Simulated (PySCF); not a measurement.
Species: GeF4.
SMILES: `[F][Ge]([F])([F])[F]`

Linear response at PBE0/aug-cc-pVTZ (PySCF, frozen core in the response, non-relativistic). Isolated species at its PBE0-D3(BJ)/def2-TZVP geometry, gas phase. The PBE0/aug-cc-pVTZ calculation is non-relativistic and has no spin–orbit coupling, an omission that weighs most on germanium.

Static isotropic polarisability: 26.98 au (4.00 Å³), principal values 26.9, 27.0, 27.0 au.

**Question.** What is the polarisability at 1064 nm and at the sodium D line?

**Answer.** 27.12 au at 1064 nm (+0.5 %), 27.44 au at 589.3 nm (+1.7 %). The rise at 589.3 nm is 3.33 times that at 1064 nm; a pure ω² law gives 3.26. The lowest singlet lies at 140 nm, shorter than both wavelengths.

**Question.** What is the isotropic C6 coefficient between two such molecules, C6 = (3/π)∫α(iω)² dω?

**Answer.** 414.4 au (Eh·bohr⁶) by a ten-point quadrature over imaginary frequencies, which is 248 eV·Å⁶ or 23.9 J·nm⁶/mol.

**Question.** Which effective excitation energy ω̄ makes London's formula C6 = (3/4)α²ω̄ exact here?

**Answer.** ω̄ = 4·C6/(3α²) = 0.759 Eh = 20.7 eV. A one-pole form α(ω) = α/(1 − ω²/ω̄²) fitted to the 1064 nm value gives 16.4 eV.

**Question.** What does −C6/R⁶ come to at R = 10 Å between centres?

**Answer.** -24 J/mol. This is the leading, orientation-averaged term; C8 and higher terms are left out.

**Question.** What n − 1 at the D line would an ideal gas of it have at 273.15 K and 1 atm (2.6868 × 10¹⁹ cm⁻³), by n − 1 = 2π·N·α′?

**Answer.** 6.86 × 10⁻⁴, a formal value whether or not that pressure can be reached.

**Question.** How many electrons N does the Slater–Kirkwood formula C6 = (3/4)·√N·α^(3/2) need to give this C6?

**Answer.** N = (4·C6/3)²/α³ = 15.5; the species has 68 electrons in all.

On one thread, AMD EPYC 9R45 (x86_64), shared host with 96 logical CPUs at a one-minute load of 44, this took 20 s (grids of density and orbitals included) and 0.86 GiB of memory at its peak. This is the whole response run at PBE0/aug-cc-pVTZ, SCF included.
